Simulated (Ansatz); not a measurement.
Cost and result up the ladder for SbH2Et (C₂H₇Sb) (10 atoms). Charge 0, multiplicity 1. Geometry: PBE0-D4/def2-SVP.

```xyz
10

Sb   -1.878   -0.192   -0.343
H    -1.995   -0.513   -2.027
H    -1.574   -1.852   -0.011
C     0.252    0.310   -0.436
C     0.902    0.336    0.937
H     0.313    1.296   -0.924
H     0.740   -0.415   -1.103
H     1.963    0.628    0.870
H     0.410    1.053    1.613
H     0.866   -0.652    1.424
```

Ansatz on 2 threads of Arm Neoverse V1 on a shared host. Times are rough, and most runs start from the orbitals of an earlier one. PBE0-D4/def2-TZVPD serves as the yardstick here, not as an exact answer. Binding counts from free atoms at the same level (Sb quartet, H doublet, C triplet; other spins of the atoms weren't run), without zero-point energy or a counterpoise term.

In the def2 sets Sb takes a core potential; there is no spin–orbit coupling. B3LYP takes the VWN-RPA correlation. Correlated methods freeze 6 core orbitals; core or outer-core shells of Sb are correlated, in sets that lack core-valence functions.

Correlated methods converge slowly with the basis.

| level | functions | wall time | binding energy per atom (eV) | difference from PBE0-D4/def2-TZVPD (eV) |
| --- | --- | --- | --- | --- |
| HF/def2-TZVP | 154 | 2 s | 2.49 | -0.92 |
| BLYP-D4/def2-TZVP | 154 | 2.2 s | 3.42 | 0.01 |
| MP2/def2-TZVP | 154 | 2.2 s | 3.25 | -0.16 |
| BHLYP-D4/def2-TZVP | 154 | 2.6 s | 3.35 | -0.06 |
| PBE-D4/def2-TZVP (with forces) | 154 | 2.6 s | 3.45 | 0.04 |
| PBE-D4/def2-TZVPD | 193 | 2.7 s | 3.46 | 0.04 |
| B3LYP-D4/def2-TZVP | 154 | 2.7 s | 3.43 | 0.02 |
| PBE0-D4/def2-TZVP | 154 | 2.8 s | 3.41 | 0.00 |
| PBE0-D4/def2-TZVPD | 193 | 3.7 s | 3.41 | 0.00 |
| r2SCAN-D4/def2-TZVP | 154 | 4.5 s | 3.41 | -0.01 |
| r2SCANh-D4/def2-TZVP | 154 | 4.8 s | 3.39 | -0.02 |
| r2SCAN-D4/def2-TZVPD | 193 | 6 s | 3.41 | -0.01 |
| B97M-V/def2-TZVP | 154 | 11 s | 3.43 | 0.02 |
| CCSD(T)/def2-TZVPP | 210 | 2.6 min | 3.34 | -0.07 |
